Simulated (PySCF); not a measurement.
An unknown gives this computed stick spectrum. Level of theory: PySCF, TDDFT CAM-B3LYP/def2-SVPD, vertical, gas phase, core orbitals frozen in the response. Geometries: PBE0-D3(BJ)/def2-SVP, one conformer each. Relativistic effects are left out although some hold elements past zinc.

```csv
state,E (eV),f,"main configurations (H = HOMO, L = LUMO)"
S1,7.12,0.034,"H→L (50%), H→L+1 (37%)"
S2,7.13,0.0096,"H→L+1 (53%), H→L (40%)"
S3,7.40,0.0029,"H→L+4 (33%), H→L+3 (32%)"
S4,7.70,0.015,"H-1→L+1 (39%), H→L+2 (22%)"
S5,7.88,0.274,"H→L+2 (27%), H-1→L (24%), H-1→L+1 (18%)"
S6,8.05,0.111,"H-1→L (44%), H→L+2 (23%)"
S7,8.18,0.042,H→L+5 (68%)
S8,8.24,0.0066,"H→L+3 (47%), H→L+4 (21%)"
S9,8.33,0.018,"H-1→L+3 (32%), H-1→L+4 (31%)"
S10,8.51,0.024,"H→L+6 (37%), H-1→L+2 (14%), H→L+4 (13%)"
```

Triplets computed (Tamm–Dancoff): 6.45, 6.95, 7.04, 7.18 eV.

Orbital energies (eV): HOMO-3 -10.73, HOMO-2 -10.52, HOMO-1 -9.60, HOMO -8.71, LUMO 1.07, LUMO+1 1.31, LUMO+2 1.77.

**Question.** Which candidate is it? All have the formula C6H13FGe.
A. `C[C@@H]1[CH2][GeH2][CH2][C@@H](F)C1`
B. `C[C@@H]1[CH2][GeH2][CH2][C@H](F)C1`
C. `C[C@@]1(CF)C[CH2][GeH2][CH2]1`
D. `C[C]1(C)CC[C@@H](F)[GeH2]1`

**Answer.** D. Its S1, at 7.12 eV, is the lowest among the candidates; the nearest of the others has S1 at 7.47 eV. S1 is HOMO→LUMO (50%), HOMO→LUMO+1 (37%). Löwdin shares by element: HOMO carbon 39% or more, germanium 20%, fluorine 8% (atoms not listed hold the other 33%); LUMO germanium 25%, carbon 14% or more, hydrogen 8% or more (atoms not listed hold the other 53%). At the same level the other candidates give, for their lowest levels:
- `C[C@@H]1[CH2][GeH2][CH2][C@H](F)C1`: 7.72 eV (f 0.016); 8.04 eV (f 0.052); 8.36 eV (f 0.037); 8.42 eV (f 0.055); 8.45 eV (f 0.130); T1 7.42 eV; HOMO -9.47, LUMO 1.09 eV
- `C[C@@]1(CF)C[CH2][GeH2][CH2]1`: 7.51 eV (f 0.005); 7.77 eV (f 0.087); 8.04 eV (f 0.047); 8.06 eV (f 0.068); 8.32 eV (f 0.043); T1 7.08 eV; HOMO -9.32, LUMO 1.05 eV
- `C[C@@H]1[CH2][GeH2][CH2][C@@H](F)C1`: 7.47 eV (f 0.013); 7.79 eV (f 0.018); 8.08 eV (f 0.059); 8.21 eV (f 0.031); 8.29 eV (f 0.062); T1 7.25 eV; HOMO -9.16, LUMO 1.10 eV
